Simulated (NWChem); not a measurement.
System: BH$_{3}$Se; SMILES B[SeH]

Here is an NWChem input.

```
start job
memory heap 200 mb stack 900 mb global 1100 mb
geometry units angstroms noautosym nocenter noautoz
  B      0.002153     1.541632     0.000000
  H     -1.074721     2.098241     0.000000
  H      1.056632     2.135306     0.000000
  Se    -0.067942    -0.365048     0.000000
  H      1.397733    -0.618605     0.000000
end
basis spherical
  B library def2-tzvp
  H library def2-tzvp
  Se library def2-tzvp
end
dft
  xc xpbe96 cpbe96
  iterations 150
end
property
  efieldgrad
end
task dft property
```

All runs use the structure optimised with PBE-D3(BJ)/def2-SVP.

Vzz is the largest principal value of the second derivative of the potential at the nucleus (NWChem prints the opposite sign); η is the asymmetry. Non-relativistic.

Atoms are numbered as in the input.

### Question
Give the results of this calculation. (PBE/def2-TZVP.) Quantities: Vzz B1 (a.u.); η B1; Vzz Se4 (a.u.); η Se4.

### Answer
```yaml
Vzz B1 (a.u.): 0.456
"η B1": 0.43
Vzz Se4 (a.u.): 3.056
"η Se4": 0.32
```
